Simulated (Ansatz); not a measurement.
## Relative stability

Two relaxed structures of MgGaHF, doublet (PBE0-D4/def2-TZVP; forces vanish, vibrations not checked).

A:

```
atom    x (Å)    y (Å)    z (Å)
  F1  -1.0490  -0.3870   0.1721
 Mg2  -1.3637   1.4514   0.5889
 Ga3   0.8820   0.1769  -0.1724
  H4   1.5307  -1.2413  -0.5886
```

B:

```
4
angstrom
F -1.0406 -0.2359 0.2106
Mg -1.2156 1.5816 0.7328
Ga 0.9325 -0.0198 -0.2942
H -2.4228 2.6180 1.3449
```

Ansatz 0.2.0; basis: def2-TZVPP; cores frozen in the correlated methods; orbitals are unrestricted. Filled d shells of the heavier atoms are correlated. The outer core shell of Li, Na, Mg and K is correlated. The def2 sets are not built for correlating such inner shells, so the correlated values are less sure here. B3LYP uses VWN-RPA correlation.

**Question.** Which structure is lower at CCSD(T), and by how much? (An estimate is asked for; the value comes from the calculation.)

**Answer.** Computed: B, by 4.28 kcal/mol (electronic energy, against the other). By their contacts, A is MgGaHF ([F]1[Mg][GaH]1) and B is MgGaHF ([F]1[MgH][Ga]1).

All methods give the same order:

```csv
method,E(B) − E(A) (kcal/mol)
PBE-D4,-5.38
r2SCAN-D4,-4.55
PBE0-D4,-4.91
B3LYP-D4,-7.42
wB97M-V,-6.40
HF,-5.30
MP2,-2.64
CCSD,-4.71
CCSD(T),-4.28
```

The T1 diagnostic stays at or below 0.016. ⟨S²⟩ of the unrestricted Hartree–Fock references: 0.77 to 0.78 (a pure state has 0.75).

Labels in which every atom is bracketed show which atoms are joined, not bond orders.

For scale, one of the runs: CCSD(T)/def2-TZVPP, 125 basis functions, launched by `ansatz run in.yaml --threads 2 --pin off --events-out ev --progress --plain --max-ram 4352MiB`. Hardware: 2 CPU threads of an Arm Neoverse V2, shared host. Wall time 90 s; peak host memory 1.6 GiB.
